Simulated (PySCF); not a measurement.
SnI₄, SMILES [I][Sn]([I])([I])[I].

The structure is a stationary point at PBE0-D3(BJ)/def2-SVP. The isomer is the one that the SMILES or the coordinates give; other isomers of the formula were not compared. The def2 effective core potentials stand for the cores of I, Sn; spin–orbit coupling is left out.

Level of theory: ωB97X/def2-TZVP (PySCF).

Gas-phase values at a fixed geometry.

Computed frontier levels, gap, dipole moment and polarisability:
The highest occupied level is -10.09 eV and the lowest empty level is -1.92 eV. The orbital gap comes out as 8.18 eV and the dipole moment is 0.00 D. The quadrupole, principal values (traceless, Buckingham form, about the centre of nuclear charge) comes out as 0.00, 0.00, 0.00 D·Å and the mean static polarisability comes out as 176.9 bohr³ (26.22 Å³). The polarisability, principal values comes out as 176.9, 176.9, 176.9 bohr³.
